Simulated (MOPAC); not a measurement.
Input file for MOPAC: PM7 on AlH5OSi (SMILES [OH][AlH][SiH3]).

```
PM7 1SCF PRECISE CHARGE=0 THREADS=1
AlH5OSi

O      2.09642090 1    -0.61357342 1     0.06659099 1
Al     0.86763710 1     0.55083513 1    -0.11634471 1
Si    -1.43048191 1    -0.27271411 1     0.07877068 1
H      3.03345295 1    -0.41802069 1     0.01174473 1
H      1.27335550 1     2.05661153 1    -0.39468015 1
H     -2.19004680 1    -0.00812975 1    -1.17295853 1
H     -2.15020092 1     0.43428560 1     1.17232439 1
H     -1.50013681 1    -1.72929427 1     0.35455259 1
```

Output:

```
*******************************************************************************
 **                                                                           **
 **                              MOPAC v23.2.5                                **
 **                                                                           **
 *******************************************************************************
 ** MOPAC's Digital Object Identifier: https://doi.org/10.5281/zenodo.6511958 **
 **                                                                           **
 ** Please cite the open-source release paper for use of this MOPAC version:  **
 ** J. E. Moussa and J. J. P. Stewart (2026)                                  **
 ** MOPAC: An open-source semiempirical molecular orbital program             **
 ** J. Open Source Softw., 11(119), 8025, https://doi.org/10.21105/joss.08025 **
 *******************************************************************************

                              PM7 CALCULATION RESULTS

 *******************************************************************************
 *  PM7        - The PM7 Hamiltonian to be used
 *
 *
 *
 *                 CHARGE ON SYSTEM = 0
 *
 *
 *
 *  PRECISE    - TIGHTER CRITERIA TO BE USED
 *  1SCF       - DO 1 SCF AND THEN STOP
 *  THREADS=1  - MULTI-THREADING NOT USED
 *  T=         - A TIME OF 172800.0 SECONDS REQUESTED
 *  DUMP=N     - RESTART FILE WRITTEN EVERY 7200.0 SECONDS REQUESTED
 *******************************************************************************
PM7 1SCF PRECISE CHARGE=0 THREADS=1
 AlH5OSi

   ATOM   CHEMICAL          X               Y               Z
  NUMBER   SYMBOL      (ANGSTROMS)     (ANGSTROMS)     (ANGSTROMS)

     1       O          2.09642090  *  -0.61357342  *   0.06659099  *
     2      Al          0.86763710  *   0.55083513  *  -0.11634471  *
     3      Si         -1.43048191  *  -0.27271411  *   0.07877068  *
     4       H          3.03345295  *  -0.41802069  *   0.01174473  *
     5       H          1.27335550  *   2.05661153  *  -0.39468015  *
     6       H         -2.19004680  *  -0.00812975  *  -1.17295853  *
     7       H         -2.15020092  *   0.43428560  *   1.17232439  *
     8       H         -1.50013681  *  -1.72929427  *   0.35455259  *



          CARTESIAN COORDINATES

    NO.       ATOM           X           Y           Z

     1         O          2.0964     -0.6136      0.0666
     2        Al          0.8676      0.5508     -0.1163
     3        Si         -1.4305     -0.2727      0.0788
     4         H          3.0335     -0.4180      0.0117
     5         H          1.2734      2.0566     -0.3947
     6         H         -2.1900     -0.0081     -1.1730
     7         H         -2.1502      0.4343      1.1723
     8         H         -1.5001     -1.7293      0.3546

 General Reference for PM7:
 "Optimization of Parameters for Semiempirical Methods VI: More Modifications to the
 NDDO Approximations and Re-optimization of Parameters", J. J. P. Stewart, J. Mol. Mod., 1:32, 19 (2013)
 https://link.springer.com/article/10.1007/s00894-012-1667-x

           Empirical Formula: H5 O Al Si  =     8 atoms



      MOLECULAR POINT GROUP   :   Cs


      RHF CALCULATION, NO. OF DOUBLY OCCUPIED LEVELS = 9


 -------------------------------------------------------------------------------
 PM7 1SCF PRECISE CHARGE=0 THREADS=1
 AlH5OSi



     1SCF WAS SPECIFIED, SO BFGS WAS NOT USED
     SCF FIELD WAS ACHIEVED


                              PM7 CALCULATION
                                                       MOPAC v23.2.5 Linux




          FINAL HEAT OF FORMATION =          9.71599 KCAL/MOL =      40.65171 KJ/MOL


          COSMO AREA              =        124.87 SQUARE ANGSTROMS
          COSMO VOLUME            =        115.69 CUBIC ANGSTROMS

          IONIZATION POTENTIAL    =         10.122186 EV
          HOMO LUMO ENERGIES (EV) =        -10.122 -1.057
          NO. OF FILLED LEVELS    =          9
          MOLECULAR WEIGHT        =         76.1059         POINT GROUP:  Cs

          MOLECULAR DIMENSIONS (Angstroms)

            Atom       Atom       Distance
            H     7    H     4     5.37993
            H     8    H     5     4.19467
            H     6    H     7     2.30710


          SCF CALCULATIONS        =          1





   ATOM   CHEMICAL          X               Y               Z
  NUMBER   SYMBOL      (ANGSTROMS)     (ANGSTROMS)     (ANGSTROMS)

     1       O          2.09642090  *  -0.61357342  *   0.06659099  *
     2      Al          0.86763710  *   0.55083513  *  -0.11634471  *
     3      Si         -1.43048191  *  -0.27271411  *   0.07877068  *
     4       H          3.03345295  *  -0.41802069  *   0.01174473  *
     5       H          1.27335550  *   2.05661153  *  -0.39468015  *
     6       H         -2.19004680  *  -0.00812975  *  -1.17295853  *
     7       H         -2.15020092  *   0.43428560  *   1.17232439  *
     8       H         -1.50013681  *  -1.72929427  *   0.35455259  *

                             CARTESIAN COORDINATES

   1    O        2.096420900    -0.613573420     0.066590990
   2   Al        0.867637100     0.550835130    -0.116344710
   3   Si       -1.430481910    -0.272714110     0.078770680
   4    H        3.033452950    -0.418020690     0.011744730
   5    H        1.273355500     2.056611530    -0.394680150
   6    H       -2.190046800    -0.008129750    -1.172958530
   7    H       -2.150200920     0.434285600     1.172324390
   8    H       -1.500136810    -1.729294270     0.354552590


           Empirical Formula: H5 O Al Si  =     8 atoms



      MOLECULAR POINT GROUP   :   Cs


                  EIGENVALUES
 -30.69255 -18.66586 -17.46425 -14.61070 -14.55209 -13.26262 -11.75358 -11.61908
 -10.12219  -1.05724   0.48297   1.32956   2.81255   2.92552   3.50372   4.75288
   8.30170  13.30118  15.51757  15.77487  16.12228  17.78827  21.62877  21.63332
  22.52879  23.85536  24.83916


              NET ATOMIC CHARGES AND DIPOLE CONTRIBUTIONS

  ATOM NO.   TYPE          CHARGE      No. of ELECS.   s-Pop       p-Pop       d-Pop
    1          O          -0.558077        6.5581     1.66339     4.89468
    2         Al           0.528810        2.4712     0.31335     1.43546     0.72238
    3         Si          -0.243133        4.2431     0.90915     3.26515     0.06883
    4          H           0.398769        0.6012     0.60123
    5          H          -0.137542        1.1375     1.13754
    6          H           0.004429        0.9956     0.99557
    7          H           0.004424        0.9956     0.99558
    8          H           0.002321        0.9977     0.99768
 DIPOLE           X         Y         Z       TOTAL
 POINT-CHG.     3.115     1.193    -0.279     3.347
 HYBRID        -0.273    -1.006     0.187     1.059
 SUM            2.842     0.187    -0.092     2.850


          ATOMIC ORBITAL ELECTRON POPULATIONS

     Atom    s        px        py        pz      x^2-y^2     xz        z^2       yz        xy
    1  O   1.66339   1.39709   1.75980   1.73779
    2 Al   0.31335   0.61063   0.63214   0.19269   0.26010   0.07757   0.14889   0.07172   0.16410
    3 Si   0.90915   1.28475   1.00945   0.97094   0.01522   0.01447   0.01711   0.01521   0.00683
    4  H   0.60123
    5  H   1.13754
    6  H   0.99557
    7  H   0.99558
    8  H   0.99768

 **********************
 *                    *
 * JOB ENDED NORMALLY *
 *                    *
 **********************




 == MOPAC DONE ==
```

The run finished.

Cost: roughly 0.020 core-seconds.
